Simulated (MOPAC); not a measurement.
Job for MOPAC: PM3 on H2S2 (SMILES SS), a point of a torsion scan.

```
PM3 1SCF PRECISE CHARGE=0 THREADS=1
H2S2

S     -0.92800317 1     0.54805320 1     0.42539228 1
S      0.92484574 1     0.39837411 1    -0.42923658 1
H     -1.55262384 1    -0.37141607 1    -0.32232669 1
H      0.84778070 1     1.46997552 1    -1.22947289 1
```

Output:

```
*******************************************************************************
 **                                                                           **
 **                              MOPAC v23.2.5                                **
 **                                                                           **
 *******************************************************************************
 ** MOPAC's Digital Object Identifier: https://doi.org/10.5281/zenodo.6511958 **
 **                                                                           **
 ** Please cite the open-source release paper for use of this MOPAC version:  **
 ** J. E. Moussa and J. J. P. Stewart (2026)                                  **
 ** MOPAC: An open-source semiempirical molecular orbital program             **
 ** J. Open Source Softw., 11(119), 8025, https://doi.org/10.21105/joss.08025 **
 *******************************************************************************

                              PM3 CALCULATION RESULTS

 *******************************************************************************
 *  PM3        - The PM3 Hamiltonian to be used
 *
 *
 *
 *                 CHARGE ON SYSTEM = 0
 *
 *
 *
 *  PRECISE    - TIGHTER CRITERIA TO BE USED
 *  1SCF       - DO 1 SCF AND THEN STOP
 *  THREADS=1  - MULTI-THREADING NOT USED
 *  T=         - A TIME OF 172800.0 SECONDS REQUESTED
 *  DUMP=N     - RESTART FILE WRITTEN EVERY 7200.0 SECONDS REQUESTED
 *******************************************************************************
PM3 1SCF PRECISE CHARGE=0 THREADS=1
 H2S2

   ATOM   CHEMICAL          X               Y               Z
  NUMBER   SYMBOL      (ANGSTROMS)     (ANGSTROMS)     (ANGSTROMS)

     1       S         -0.92800317  *   0.54805320  *   0.42539228  *
     2       S          0.92484574  *   0.39837411  *  -0.42923658  *
     3       H         -1.55262384  *  -0.37141607  *  -0.32232669  *
     4       H          0.84778070  *   1.46997552  *  -1.22947289  *



          CARTESIAN COORDINATES

    NO.       ATOM           X           Y           Z

     1         S         -0.9280      0.5481      0.4254
     2         S          0.9248      0.3984     -0.4292
     3         H         -1.5526     -0.3714     -0.3223
     4         H          0.8478      1.4700     -1.2295

  H: (PM3): J. J. P. STEWART, J. COMP. CHEM. 10, 209 (1989).
  S: (PM3): J. J. P. STEWART, J. COMP. CHEM. 10, 209 (1989).

           Empirical Formula: H2 S2  =     4 atoms



      MOLECULAR POINT GROUP   :   C2


      RHF CALCULATION, NO. OF DOUBLY OCCUPIED LEVELS = 7


 -------------------------------------------------------------------------------
 PM3 1SCF PRECISE CHARGE=0 THREADS=1
 H2S2



     1SCF WAS SPECIFIED, SO BFGS WAS NOT USED
     SCF FIELD WAS ACHIEVED


                              PM3 CALCULATION
                                                       MOPAC v23.2.5 Linux




          FINAL HEAT OF FORMATION =          9.49508 KCAL/MOL =      39.72743 KJ/MOL


          COSMO AREA              =         88.13 SQUARE ANGSTROMS
          COSMO VOLUME            =         72.59 CUBIC ANGSTROMS

          IONIZATION POTENTIAL    =          9.724482 EV
          HOMO LUMO ENERGIES (EV) =         -9.724 -2.273
          NO. OF FILLED LEVELS    =          7
          MOLECULAR WEIGHT        =         66.1358         POINT GROUP:  C2

          MOLECULAR DIMENSIONS (Angstroms)

            Atom       Atom       Distance
            H     4    H     3     3.15841
            S     1    S     2     1.31618
            H     4    S     2     0.85318


          SCF CALCULATIONS        =          1





   ATOM   CHEMICAL          X               Y               Z
  NUMBER   SYMBOL      (ANGSTROMS)     (ANGSTROMS)     (ANGSTROMS)

     1       S         -0.92800317  *   0.54805320  *   0.42539228  *
     2       S          0.92484574  *   0.39837411  *  -0.42923658  *
     3       H         -1.55262384  *  -0.37141607  *  -0.32232669  *
     4       H          0.84778070  *   1.46997552  *  -1.22947289  *

                             CARTESIAN COORDINATES

   1    S       -0.928003170     0.548053200     0.425392280
   2    S        0.924845740     0.398374110    -0.429236580
   3    H       -1.552623840    -0.371416070    -0.322326690
   4    H        0.847780700     1.469975520    -1.229472890


           Empirical Formula: H2 S2  =     4 atoms



      MOLECULAR POINT GROUP   :   C2


                  EIGENVALUES
 -30.29446 -23.55351 -15.93971 -14.51915 -12.40496 -10.13830  -9.72448  -2.27293
   0.33821   0.60976


              NET ATOMIC CHARGES AND DIPOLE CONTRIBUTIONS

  ATOM NO.   TYPE          CHARGE      No. of ELECS.   s-Pop       p-Pop
    1          S          -0.003815        6.0038     1.90898     4.09484
    2          S          -0.003815        6.0038     1.90898     4.09484
    3          H           0.003816        0.9962     0.99618
    4          H           0.003814        0.9962     0.99619
 DIPOLE           X         Y         Z       TOTAL
 POINT-CHG.    -0.013     0.003    -0.028     0.031
 HYBRID        -0.729     0.158    -1.608     1.772
 SUM           -0.742     0.161    -1.636     1.804


          ATOMIC ORBITAL ELECTRON POPULATIONS

     Atom    s        px        py        pz
    1  S   1.90898   1.08429   1.53892   1.47163
    2  S   1.90898   1.16033   1.38559   1.54892
    3  H   0.99618
    4  H   0.99619

 **********************
 *                    *
 * JOB ENDED NORMALLY *
 *                    *
 **********************




 == MOPAC DONE ==
```

The run finished.

Cost: around 0.020 core-seconds (rough).
